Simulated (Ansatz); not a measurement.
Born–Oppenheimer molecular dynamics of a periodic cell of 27 atoms, H$_{7}$CN (contents 3 CH4 + 3 NH3, density as packed 0.49 g/cm³ with natural masses). It starts from a partly relaxed structure (largest force component 0.28 eV/Å).

Computed with DFT PBE-D3(BJ), scalar-relativistic, plane waves, PAW in Ansatz. Settings: accuracy low, cutoff 420 eV, k mesh 1x1x1, fermi-dirac smearing 0.05 eV, no spin polarisation.

| Property | Result |
| --- | --- |
| ensemble | NVT, Langevin thermostat |
| time step | 0.5 fs |
| steps asked | 300 |
| set temperature | 500 K |
| friction | 0.02 /fs |
| seed | 295395 |

First frame:

```xyz
27
Lattice="6.9562 0.0000 0.0000 0.0000 6.9562 0.0000 0.0000 0.0000 6.9562" Properties=species:S:1:pos:R:3
C 1.626 3.391 2.325
H 2.096 3.627 3.287
H 0.857 2.621 2.457
H 2.387 3.030 1.623
H 1.163 4.296 1.916
C 0.583 5.065 5.768
H 1.677 5.140 5.832
H 0.173 4.828 6.763
H 0.336 4.245 5.072
H 0.141 5.999 5.393
C 4.946 5.235 1.688
H 5.743 5.271 2.447
H 3.980 5.511 2.143
H 4.876 4.218 1.283
H 5.182 5.936 0.868
N 5.607 0.834 4.097
H 5.877 1.807 3.905
H 5.386 0.424 3.186
H 4.712 0.894 4.612
N 4.069 4.020 4.961
H 3.972 3.087 5.385
H 4.419 3.868 4.007
H 4.827 4.506 5.457
N 2.590 1.263 5.553
H 2.001 1.770 4.874
H 2.215 0.309 5.590
H 2.365 1.675 6.466
```

What does the run give?

All steps were run.

| Property | Result |
| --- | --- |
| steps done | 300 |
| time covered | 150 fs |
| mean temperature over the second half | 477 K |
| spread of the potential energy over the second half | 4.6 meV per atom |
| mean potential energy of the second half above the start | 44.9 meV per atom |

A run of 0.15 ps of so small a system gives no equilibrium averages. Limits of this set-up: coarse k mesh, low accuracy level.

What happens to the structure?

Mean squared displacements from the first frame to the last, about the centre of mass: C 0.26 Å², H 1.54 Å², N 0.28 Å². Another seed would give other details.

How do temperature and energy run in time?


```json
{"time (fs)": "0.0", "T (K)": "481", "potential energy less start (eV)": "0.000"}
{"time (fs)": "12.5", "T (K)": "413", "potential energy less start (eV)": "0.614"}
{"time (fs)": "25.0", "T (K)": "372", "potential energy less start (eV)": "1.010"}
{"time (fs)": "37.5", "T (K)": "359", "potential energy less start (eV)": "0.943"}
{"time (fs)": "50.0", "T (K)": "404", "potential energy less start (eV)": "1.048"}
{"time (fs)": "62.5", "T (K)": "402", "potential energy less start (eV)": "1.265"}
{"time (fs)": "75.0", "T (K)": "451", "potential energy less start (eV)": "1.335"}
{"time (fs)": "87.5", "T (K)": "368", "potential energy less start (eV)": "1.226"}
{"time (fs)": "100.0", "T (K)": "409", "potential energy less start (eV)": "1.193"}
{"time (fs)": "112.5", "T (K)": "514", "potential energy less start (eV)": "1.138"}
{"time (fs)": "125.0", "T (K)": "636", "potential energy less start (eV)": "0.967"}
{"time (fs)": "137.5", "T (K)": "500", "potential energy less start (eV)": "1.088"}
{"time (fs)": "150.0", "T (K)": "576", "potential energy less start (eV)": "1.236"}
```

Run time: 6.7 min on 1 thread of Arm Neoverse V1 (shared host), peak memory 0.36 GiB.
